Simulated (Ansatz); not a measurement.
`CN(C)c1cc2sc(-c3cc4sc(-c5cc6sc(-c7cc8sc(-c9cc%10sc(-c%11cc%12sc(C#N)cc%12s%11)cc%10s9)cc8s7)cc6s5)cc4s3)cc2s1`, relaxed as a singlet with RKS PBE-D4/def2-SVP in Ansatz, starting from the GFN2-xTB geometry. Force threshold 0.03 eV/Å.

Single mean-field runs in def2-SVP are fitted with def2-universal-jkfit.

Start:

```xyz
71

C     7.624  -14.311   -6.536
N     8.123  -12.969   -6.734
C     8.975  -12.729   -7.873
C     7.399  -11.933   -6.226
C     6.445  -11.968   -5.236
C     5.974  -10.681   -4.933
S     4.847  -10.049   -3.790
C     5.135   -8.412   -4.368
C     4.452   -7.308   -3.786
C     4.352   -6.028   -4.286
C     3.617   -5.198   -3.435
S     3.129   -3.541   -3.484
C     2.319   -3.710   -1.932
C     1.646   -2.599   -1.358
C     1.402   -1.372   -1.933
C     0.681   -0.533   -1.080
S     0.050    1.071   -1.192
C    -0.611    0.952    0.432
C    -1.318    2.047    1.002
C    -1.790    2.163    2.292
C    -2.425    3.388    2.502
S    -3.177    4.148    3.858
C    -3.522    5.577    2.892
C    -4.182    6.683    3.488
C    -4.557    6.821    4.805
C    -5.179    8.050    5.039
S    -5.857    8.824    6.424
C    -6.282   10.228    5.461
C    -6.934   11.341    6.062
C    -7.282   12.523    5.449
C    -7.920   13.395    6.337
S    -8.592   14.977    6.196
C    -9.056   14.934    7.888
C    -9.714   16.028    8.449
N   -10.259   16.933    8.899
C    -8.705   13.762    8.516
C    -8.062   12.889    7.633
S    -7.386   11.302    7.756
C    -5.912   10.089    4.141
C    -5.289    8.861    3.907
S    -4.606    8.087    2.520
C    -3.077    5.452    1.596
C    -2.455    4.220    1.379
S    -1.677    3.467    0.033
C    -0.344   -0.267    1.015
C     0.378   -1.101    0.159
S     0.988   -2.716    0.268
C     2.431   -4.983   -1.423
C     3.157   -5.821   -2.274
S     3.632   -7.484   -2.243
C     6.060   -8.382   -5.388
C     6.530   -9.659   -5.696
S     7.689  -10.301   -6.817
H     6.663  -14.471   -7.037
H     7.500  -14.501   -5.470
H     8.350  -15.020   -6.928
H     9.628  -13.587   -8.017
H     8.405  -12.558   -8.794
H     9.594  -11.851   -7.684
H     6.103  -12.857   -4.746
H     4.777   -5.718   -5.223
H     1.725   -1.114   -2.924
H    -1.673    1.406    3.043
H    -4.382    6.065    5.548
H    -7.087   12.745    4.417
H    -8.908   13.559    9.552
H    -6.086   10.832    3.387
H    -3.196    6.219    0.852
H    -0.660   -0.543    2.003
H     1.995   -5.280   -0.486
H     6.387   -7.479   -5.867
```

```json
{"step": "1", "energy (eV)": "-173562.1343", "largest force component (eV/Å)": "3.520", "SCF passes": "37"}
{"step": "2", "energy (eV)": "-173562.6843", "largest force component (eV/Å)": "0.286", "SCF passes": "22"}
{"step": "3", "energy (eV)": "-173562.7646", "largest force component (eV/Å)": "0.102", "SCF passes": "22"}
{"step": "4", "energy (eV)": "-173562.7682", "largest force component (eV/Å)": "0.189", "SCF passes": "21"}
{"step": "5", "energy (eV)": "-173562.7739", "largest force component (eV/Å)": "0.044", "SCF passes": "22"}
{"step": "6", "energy (eV)": "-173562.7754", "largest force component (eV/Å)": "0.023", "SCF passes": "21"}
```

Force components are those of the run's own axes.

End:

```xyz
71

C     7.769  -14.477   -6.534
N     8.201  -13.135   -6.867
C     9.011  -12.926   -8.051
C     7.498  -12.085   -6.326
C     6.498  -12.125   -5.350
C     6.053  -10.816   -5.024
S     4.874  -10.165   -3.923
C     5.242   -8.506   -4.426
C     4.544   -7.390   -3.842
C     4.433   -6.090   -4.345
C     3.687   -5.257   -3.479
S     3.183   -3.590   -3.509
C     2.324   -3.774   -1.970
C     1.632   -2.649   -1.402
C     1.404   -1.391   -1.968
C     0.682   -0.547   -1.094
S     0.088    1.088   -1.174
C    -0.622    0.958    0.443
C    -1.322    2.072    1.028
C    -1.781    2.199    2.343
C    -2.426    3.438    2.553
S    -3.189    4.210    3.915
C    -3.549    5.652    2.951
C    -4.227    6.765    3.560
C    -4.621    6.916    4.893
C    -5.256    8.160    5.112
S    -5.953    8.957    6.492
C    -6.381   10.370    5.517
C    -7.047   11.500    6.115
C    -7.392   12.710    5.506
C    -8.039   13.584    6.412
S    -8.699   15.187    6.300
C    -9.176   15.139    8.002
C    -9.828   16.251    8.581
N   -10.371   17.182    9.055
C    -8.835   13.934    8.622
C    -8.193   13.060    7.716
S    -7.530   11.453    7.816
C    -5.991   10.217    4.182
C    -5.359    8.974    3.961
S    -4.657    8.176    2.581
C    -3.097    5.523    1.634
C    -2.467    4.277    1.417
S    -1.705    3.501    0.056
C    -0.393   -0.301    1.010
C     0.343   -1.139    0.143
S     0.944   -2.773    0.226
C     2.437   -5.074   -1.467
C     3.206   -5.901   -2.317
S     3.717   -7.567   -2.286
C     6.230   -8.478   -5.414
C     6.674   -9.779   -5.745
S     7.854  -10.428   -6.862
H     6.760  -14.721   -6.948
H     7.727  -14.608   -5.433
H     8.500  -15.205   -6.932
H     9.684  -13.793   -8.192
H     8.407  -12.789   -8.981
H     9.650  -12.028   -7.920
H     6.114  -13.048   -4.904
H     4.857   -5.786   -5.310
H     1.744   -1.120   -2.976
H    -1.632    1.426    3.107
H    -4.442    6.152    5.661
H    -7.175   12.938    4.456
H    -9.052   13.727    9.677
H    -6.169   10.980    3.414
H    -3.219    6.311    0.880
H    -0.761   -0.587    2.003
H     1.968   -5.393   -0.527
H     6.618   -7.545   -5.841
```

By distances, no bond broke or formed. The bond that changes most is C34–N35, from 1.15 to 1.18 Å (atoms count from 1).

No frequencies were taken in this run, so the end may be a saddle point.

It took 39 s on 5 threads of AMD EPYC 7R13 on a shared host and a share (37 GiB) of an NVIDIA H100 80GB HBM3, peak host memory 1.4 GiB.
